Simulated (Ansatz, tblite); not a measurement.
Spin states of Li₃Te⁺, each relaxed with PBE0-D4/def2-TZVP in Ansatz. Electronic energies in the gas phase.

In the def2 sets Te takes a core potential; there is no spin–orbit coupling. The xTB rows come from tblite. LC-ωPBE has ω = 0.4 bohr⁻¹. Correlated methods freeze 4 core orbitals; core or outer-core shells of Li, Te are correlated, in sets that lack core-valence functions. The structure comes from a short search, and lower isomers may exist.

Singlet geometry (C3v within 0.1 Å):

Cartesian coordinates in Å:
```
Li 1.483 -1.764 -0.714
Li 0.426 2.268 -0.703
Li -1.563 -0.415 1.790
Te -0.346 -0.090 -0.373
```

Triplet geometry:

```xyz
4

Li   -1.280   -1.735   -1.017
Li    1.961    2.419   -0.688
Li   -1.021   -1.106    1.834
Te    0.340    0.421   -0.129
```

Quintet geometry (C2v within 0.1 Å):

Cartesian coordinates in Å:
```
Li -1.308 -0.066 -3.094
Li -0.005 -0.001 0.000
Li -1.461 0.707 2.942
Te 2.774 -0.640 0.152
```

⟨S²⟩: triplet 2.00 at PBE0-D4/def2-TZVP (pure 2.00), quintet 6.00 at PBE0-D4/def2-TZVP (pure 6.00).

Only these spin states were relaxed. The triplet has other bonds than the singlet, so the gap mixes isomer and spin. The quintet has other bonds than the singlet, so the gap mixes isomer and spin.

```json
{"level": "GFN2-xTB", "triplet − singlet (kcal/mol)": "40.5", "quintet − singlet (kcal/mol)": "107.5", "lowest of these": "singlet"}
{"level": "HF/def2-TZVP", "triplet − singlet (kcal/mol)": "45.7", "quintet − singlet (kcal/mol)": "88.2", "lowest of these": "singlet"}
{"level": "HF/def2-TZVPP", "triplet − singlet (kcal/mol)": "44.9", "quintet − singlet (kcal/mol)": "87.5", "lowest of these": "singlet"}
{"level": "LDA (SPW92)/def2-TZVP", "triplet − singlet (kcal/mol)": "67.8", "quintet − singlet (kcal/mol)": "142.9", "lowest of these": "singlet"}
{"level": "PBE-D4/def2-TZVP", "triplet − singlet (kcal/mol)": "60.4", "quintet − singlet (kcal/mol)": "125.2", "lowest of these": "singlet"}
{"level": "r2SCAN-D4/def2-TZVP", "triplet − singlet (kcal/mol)": "62.2", "quintet − singlet (kcal/mol)": "127.0", "lowest of these": "singlet"}
{"level": "PBE0-D4/def2-TZVP", "triplet − singlet (kcal/mol)": "61.3", "quintet − singlet (kcal/mol)": "125.2", "lowest of these": "singlet"}
{"level": "LC-ωPBE/def2-TZVP", "triplet − singlet (kcal/mol)": "61.3", "quintet − singlet (kcal/mol)": "124.3", "lowest of these": "singlet"}
{"level": "MP2/def2-TZVP", "triplet − singlet (kcal/mol)": "65.4", "quintet − singlet (kcal/mol)": "127.1", "lowest of these": "singlet"}
{"level": "MP2/def2-TZVPP", "triplet − singlet (kcal/mol)": "64.9", "quintet − singlet (kcal/mol)": "127.5", "lowest of these": "singlet"}
{"level": "CCSD/def2-TZVPP", "triplet − singlet (kcal/mol)": "60.5", "quintet − singlet (kcal/mol)": "122.1", "lowest of these": "singlet"}
{"level": "CCSD(T)/def2-TZVPP", "triplet − singlet (kcal/mol)": "61.9", "quintet − singlet (kcal/mol)": "125.0", "lowest of these": "singlet"}
```

Change of the quintet − singlet gap on mixing in exact exchange, in kcal/mol: PBE to PBE0 (25 % exact exchange) 0.0.

The xTB methods have no spin-polarisation term.
